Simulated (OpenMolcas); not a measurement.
**Xe5+: effect of the basis set**

```yaml
Program: OpenMolcas
Method: "SS-RASPT2, IPEA 0.25 Eh, imaginary shift 0.1 Eh (closed shells correlated: 4d 5s)"
Active_space: 1 electron in 9 orbitals (RAS2 5p; RAS3 5d 6s, at most 1 electron)
State_averaging: 2S+1 = 2 odd, 3 roots; 2S+1 = 2 even, 6 roots
Spin-orbit_coupling: RASSI with atomic mean-field integrals over the reference wave functions, term energies averaged over their components
```

A. ANO-RCC-VQZP [8s7p5d3f2g], DKH2, point nucleus; CASPT2 step roughly 4 core-seconds
B. ANO-R3 [8s7p5d4f3g2h], X2C, finite nucleus; CASPT2 step about 12 core-seconds
C. ANO-RCC [10s9p8d5f3g], DKH2, point nucleus; CASPT2 step about 10 core-seconds

Energies in cm⁻¹ above 5s² 5p ²P°_1/2, the measured ground level; measured values from Saloman, J. Phys. Chem. Ref. Data 33, 765 (2004).

| Level | A | B | C | Measured |
| --- | --- | --- | --- | --- |
| 5s² 5p ²P°_1/2 | 0.0 | 0.0 | 0.0 | 0.0 |
| 5s² 5p ²P°_3/2 | 13897 | 13803 | 14087 | 15599 |
| 5s² 5d ²D_3/2 | 168761 | 168497 | 169045 | 180250 |
| 5s² 5d ²D_5/2 | 170546 | 170300 | 170801 | 182308 |
| 5s² 6s ²S_1/2 | 223079 | 225757 | 222971 | 223478 |

Deviations, from unrounded energies. A percentage is the sum of absolute deviations over the sum of measured energies, with the sign that they share, or ± where signs differ.

```tsv
Against measurement	Levels	A	B	C
mean absolute deviation (cm-1)	4	6300	7000	6200
fine structure of the ground term (%)	1	-10.9	-11.5	-9.7
other configurations (%)	3	-4.0	±4.4	-4.0
```

A, C lie about equally close to measurement and B furthest from it. The largest miss of C in the table is 5s² 5d ²D_5/2, by -12000 cm-1. The ranking rests on the paired levels alone, and a cruder setting can come out closer through cancelling errors.

Among A to C the level of the table that moves most is 5s² 6s ²S_1/2, by 2800 cm-1 (lowest in C, highest in B).

Over all roots computed the reference weight is 0.88 to 0.93 in A, 0.88 to 0.93 in B, 0.88 to 0.93 in C; the roots of lowest weight are the least certain, and an intruder state may touch them. ANO sets are built for valence states and can reach diffuse excited orbitals poorly, and with the s shell closed the s pⁿ⁺¹ terms that mix with these levels are absent. With one active electron, CASPT2 adds the correlation within the correlated inactive shells and between them and that electron, and leaves the splitting within a term as the reference gives it. Computed and measured levels are paired by configuration, term and J; levels that our copy of the source lacks, or whose pairing is in doubt (as where it misses far off the trend of its configuration), stay unpaired and out of the deviations. Levels of configurations outside the active space are missing.

° marks odd parity.
